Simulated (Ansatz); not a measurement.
Pulling on the Sn1–F3 bond in FHSn (SMILES [F][SnH]) (multiplicity 1 held, fragments rigid). Energies count from the point at 1.961 Å.
Geometry at that point (charge 0, multiplicity 1):
```csv
atom,x (Å),y (Å),z (Å)
Sn,-0.0910,-0.1737,0.2189
H,-1.0351,-1.0891,-1.0004
F,0.6204,1.0860,-1.1050
```

Restricted levels (R-, RO-) in cc, def2 and unpolarised 6-31G sets keep to the state of the molecule at rest. Unrestricted levels (U-) break spin symmetry where that is lower. Active spaces are followed from a long bond inwards. Curves can end on different states.

Frozen-core correlation. Filled d and f shells under p-block atoms count as core.

Run with Ansatz (an electronic-structure program). Values without a source in brackets are computed. In def2 rows elements past Kr take small-core potentials, without spin–orbit coupling.

Energies in eV.

```
R (Å)  U-SCS-MP2/def2-SVP  R-CCSDT(Q)/def2-SVP  SC-NEVPT2 on CASSCF(6,4)/def2-SVP  FIC-MRCISD+Q on CASSCF(6,4)/def2-SVP
-----  ------------------  -------------------  ---------------------------------  ------------------------------------
1.569                3.60                 3.63                               3.86                                  3.58
1.765                0.63                 0.64                               0.73                                  0.62
1.961                0.00                 0.00                               0.00                                  0.00
2.157                0.32                 0.30                               0.29                                  0.31
2.353                0.98                 0.93                               0.94                                  0.95
2.647                2.08                 1.96                               2.03                                  2.01
2.942                3.99                 2.83                               3.06                                  2.95
3.432                4.55                 3.66                               4.25                                  3.99
3.922                4.69                 4.04                               4.67                                  4.36
4.510                4.71                 4.25                               4.80                                  4.47
5.295                4.72                 4.05                               4.93                                  4.51
6.275                4.73                 4.00                               4.93                                  4.51
```

Doubts at one or more of the structures used: a spin-contaminated determinant (U-SCS-MP2/def2-SVP); T1 above 0.05 (R-CCSDT(Q)/def2-SVP); a restricted determinant that unrestricted orbitals would lower (R-CCSDT(Q)/def2-SVP); other coupled-cluster roots lie near (R-CCSDT(Q)/def2-SVP); active orbitals that take no part (SC-NEVPT2 on CASSCF(6,4)/def2-SVP, FIC-MRCISD+Q on CASSCF(6,4)/def2-SVP).
